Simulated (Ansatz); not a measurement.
Species: HO, charge 1, multiplicity 3. SMILES: [OH+]
Geometry: optimised at B3LYP-D3(BJ)/def2-TZVP (Ansatz, a program for electronic structure).

Quantity: vertical ionisation energy (to the quartet state of charge +2; each state is the SCF solution reached for its spin), in eV. Cores are frozen in the correlated levels unless marked. Open shells are spin-unrestricted. Spin-orbit coupling is left out. No relativistic terms. CBS marks a two-point X^-3 extrapolation of the correlation energy; Hartree-Fock from the larger set.

CCSD(T)/CBS(aug-cc-pVTZ,aug-cc-pVQZ) (Ansatz) gives 29.88 eV.

**Question.** Another calculation gave 30.34 eV. Which level was it?
(A) r2SCAN/def2-TZVPD (Ansatz)
(B) B3LYP/def2-TZVPD (Ansatz)
(C) wB97X-V/def2-TZVPD (Ansatz)

**Answer.** B, B3LYP/def2-TZVPD (Ansatz). The others give 29.90 (r2SCAN), 30.11 (wB97X-V) eV.
